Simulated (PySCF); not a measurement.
An unknown is described by computed data only.

Elements present: C, F, H and O. Monoisotopic mass: 172.0347 u.

| Property | Result |
| --- | --- |
| NMR, other nuclei | isotropic shieldings of nuclei other than C and H, by class: -99 (1 O), 145 (1 O), 225 (1 O), 245 (3 F) ppm [GIAO PBE0/pcSseg-1] |
| Dipole | 3.27 D [PBE0/pcSseg-1] |
| 13C NMR | chemical shifts (computed TMS as zero) by class: 177.1 (1 C), 131.7 (1 C), 67.1 (1 C), 54.1 (1 C), 37.3 (1 C) ppm [GIAO PBE0/pcSseg-1] |
| Rotational structure | rotational constants A, B, C: 3.111, 0.428, 0.408 GHz [GFN2-xTB] |
| 1H NMR | chemical shifts (computed TMS as zero) by class: 4.53 (2 H), 3.93 (3 H), 2.97 (2 H) ppm [GIAO PBE0/pcSseg-1] |

Electronic properties: PySCF, gas phase, density fitting. Levels stand in brackets. One conformer (not necessarily the lowest) at the GFN2-xTB geometry, without solvent, vibrations or thermal averaging. Each NMR value is the plain mean over a class of atoms that symmetry, rotation or inversion makes alike.

Question: Which formula fits the mass and the elements?

Answer: C5H7F3O3 (calculated 172.0347). No other formula that holds each of these elements comes within 0.0003 u with a fitting electron parity and a possible valence count.

Question: What is the compound? Reason from the data.

Answer: Numbering: `[CH3:1][O:2][C:3](=[O:4])[CH2:5][CH2:6][O:7][C:8]([F:9])([F:10])[F:11]`. Its formula, C5H7F3O3, gives 1 degree of unsaturation: 0 rings and 1 π bond in the structure found. 5 carbons fall into 5 classes; from least to most shielded: ester carbonyl carbon [C3] (177.1 ppm), CF3 carbon [C8] (131.7 ppm), sp3 carbon bound to oxygen [C6] (67.1 ppm), methoxy carbon [C1] (54.1 ppm), sp3 carbon next to a carbonyl [C5] (37.3 ppm). Hydrogen classes from least to most shielded: 2 H on an sp3 carbon bound to oxygen, C6 (4.53 ppm), 3 H on a methoxy carbon, C1 (3.93 ppm), 2 H on an sp3 carbon next to a carbonyl, C5 (2.97 ppm). The other shieldings belong to: -99 ppm, ester carbonyl oxygen [O4]; 145 ppm, ester single-bonded oxygen [O2]; 225 ppm, ether oxygen [O7]; 245 ppm, fluorine of a CF3 group [F9/F10/F11]. The optimised geometry has point group C1 and is an asymmetric top. Structure: `COC(=O)CCOC(F)(F)F`. Computed isomers that give other values at the same levels: `C[C@@H](O)C(=O)OCC(F)(F)F` (13C chemical shifts (computed TMS as zero) by class: 185.2 (1 C), 131.8 (1 C), 70.7 (1 C), 63.7 (1 C), 25.7 (1 C) ppm). The assignments are read from this structure; whether some other isomer fits the data as well wasn't checked.
